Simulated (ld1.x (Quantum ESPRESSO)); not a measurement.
# Configuration tests for Mn (Z = 25) (PAW)

manganese, PAW, made with ld1.x (Quantum ESPRESSO) 7.5 (PBEsol, scalar-relativistic). Core [Ar], reference 3d6 4s1 4p0. Waves: 4s (bound): rcut 2.55, rcutus 2.90 bohr; 4s channel at 4.2 Ry: rcut 2.55, rcutus 2.90 bohr; 4p (bound, empty): rcut 2.05, rcutus 2.75 bohr; 4p channel at 0.65 Ry: rcut 2.05, rcutus 2.75 bohr; 3d (bound): rcut 1.55, rcutus 1.85 bohr; 3d channel at 0.95 Ry: rcut 1.55, rcutus 1.85 bohr. Local part: all-electron potential smoothed inside 2.35 bohr (lloc = -2). Core correction: Bessel-smoothed model core inside 1.75 bohr. Augmentation charge: PSQ, radius 1.75 bohr.

Energies are relative to the spin-unpolarised reference configuration 3d6 4s1 4p0; without spin polarisation the order of configurations can differ from experiment.

Problem. Give the all-electron excitation energy and the error of the potential for: 3d5 4s2 4p0; 3d5 4s1 4p0; 3d5 4s0 4p0; 3d4 4s2 4p0; 3d5.5 4s1.5 4p0; 3d5 4s1.5 4p0; 3d5 4s0 4p2.

Solution.

| valence configuration | charge | ΔE all-electron (eV) | error AE − PS (meV) |
| --- | --- | --- | --- |
| 3d5 4s2 4p0 | 0 | 0.366 | -75 |
| 3d5 4s1 4p0 | +1 | 8.798 | -67 |
| 3d5 4s0 4p0 | +2 | 24.309 | -85 |
| 3d4 4s2 4p0 | +1 | 13.579 | -493 |
| 3d5.5 4s1.5 4p0 | 0 | -0.119 | -14 |
| 3d5 4s1.5 4p0 | +0.5 | 3.736 | -70 |
| 3d5 4s0 4p2 | 0 | 8.327 | -76 |
